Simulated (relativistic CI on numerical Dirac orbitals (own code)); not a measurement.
# Ru³²⁺: sensitivity of the levels to the model

Base calculation: Dirac-Coulomb-Breit CI, KLI orbitals optimised for each configuration, a model potential for QED, unscaled Slater integrals.

CI space (outside the closed core [Ne]): 3s2, 3s 3p, 3p2, 3s 3d, 3d2, 3p 3d, 3p 4s, 3d 4s, 3s 4s, 3s 4p, 3s 4d, 3s 4f, 3s 5s, 3s 5p, 3s 5d, 3s 5f, 4s2, 3s 5g, 3s 6s, 3s 6p, 3s 6d. Levels of other configurations are missing.

Variants: (1) non-relativistic limit; (2) one mean potential for all configurations. Shifts of the energy above 3s2 1S_0, in cm⁻¹, for the lowest level and the first level of each name with at least 55 % of one term (blank where a level changes its place among those of its configuration and J or its character, or is not in the variant):

```csv
Level,Base,Δ(1),Δ(2)
3s2 1S_0,0,0,0
3s 3p 3P°_0,519760,-30165,+455
3s 3p 3P°_1,563380,-73785,+462
3s 3p 3P°_2,781597,-292001,+453
3s 3p 1P°_1,959815,-257782,+518
3p2 3P_0,1253602,-119737,+1070
3p2 1D_2,1458824,-332022,+892
3p2 3P_1,1465889,-332023,+985
3s 3d 3D_1,1684258,-305543,+381
3s 3d 3D_2,1711751,-333036,+505
3s 3d 3D_3,1738418,-359704,+366
3p2 1S_0,1856491,-543196,+1096
3s 3d 1D_2,1916909,-381307,+659
3p 3d 3F°_2,2244956,-344556,+1228
```

At this charge energies of transitions that change n are usually good to better than 1 %, and those within a shell (Δn = 0) to a few per cent.

Ionisation energy from the two ground configurations alone: base 1942.07 eV. The NIST ASD value (semi-empirical) is 1949 eV.

LS names give the leading component of a level, which can be under half, so a name can repeat, a term be missing and a line seem to break the LS rules.
